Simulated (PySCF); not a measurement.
An element was calculated at PBE0 (PySCF 2.14, non-relativistic, a quadruple-zeta basis, no spin-orbit coupling), in the ground configurations that NIST lists.

| Property | Result |
| --- | --- |
| electron affinity | 2.057 eV |
| first ionisation energy | 9.668 eV |
| second ionisation energy | 21.394 eV |
| third ionisation energy | 31.591 eV |
| polarisability of the atom | 26.4 bohr³ |

Problem. Which element is it?

Solution. Selenium (Se, Z = 34), in def2-QZVPPD. NIST lists 9.752, 21.196 ± 0.01, 31.697 ± 0.019 eV for these ionisation energies.
